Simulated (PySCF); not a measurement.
## Working out the ionisation energy of Ru⁺

Ru⁺ [Kr] 4d7 (4F) → Ru²⁺ [Kr] 4d6 (5D). Computed with PySCF 2.14 in cc-pwCVTZ-PP with ECP28MDF (7s7p6d3f2g, 97 functions), with a scalar-relativistic core potential. Frozen: nothing. Energies in hartree (1 hartree = 27.21139 eV):

```json
{"part": "UHF", "Ru⁺ (lower)": "-93.585016", "Ru²⁺ (upper)": "-93.038260"}
{"part": "MP2 opposite-spin", "Ru⁺ (lower)": "-0.370088", "Ru²⁺ (upper)": "-0.329108"}
{"part": "MP2 same-spin", "Ru⁺ (lower)": "-0.157891", "Ru²⁺ (upper)": "-0.145726"}
```

Task: What does Hartree-Fock give?

Result: (-93.038260) − (-93.585016) = 0.546756 hartree = 14.878 eV.

Task: What do MP2 and SCS-MP2 (6/5 opposite-spin, 1/3 same-spin) give?

Result: The opposite-spin parts differ by 1.115 eV and the same-spin parts by 0.331 eV. MP2: 14.878 + (1.115) + (0.331) = 16.324 eV. SCS-MP2: 14.878 + 1.2 × (1.115) + (0.331)/3 = 16.326 eV.

Reference: 16.76 ± 0.06 eV (semi-empirical (NIST evaluation); NIST Atomic Spectra Database, ionization energies), between the lowest levels; spin-orbit coupling is absent from the calculation.

What remains against the reference includes basis incompleteness and correlation beyond second order.
